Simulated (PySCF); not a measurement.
MoOF3, SMILES [O]=[Mo+]([F])([F])[F], charge +1, multiplicity 1.

Geometry: r2SCAN-D4/def2-SVP. The multiplicity is an assumed one; other spin states were not compared. The isomer is the one that the SMILES or the coordinates give; other isomers of the formula were not compared. The def2 effective core potentials stand for the cores of Mo; spin–orbit coupling is left out.

These are CAM-B3LYP/def2-TZVPD in PySCF values and carry that method's errors.

The molecule is in vacuum.

Estimate the frontier levels, gap, dipole moment and polarisability. (An estimate is asked for; the answer gives what the named calculation found.)


- highest occupied level: -20.10 eV
- lowest empty level: -9.84 eV
- orbital gap: 10.26 eV
- dipole moment about the centre of nuclear charge: 0.46 D
- mean static polarisability: 35.0 bohr³ (5.18 Å³)
- polarisability, principal values: 34.0, 34.0, 36.9 bohr³
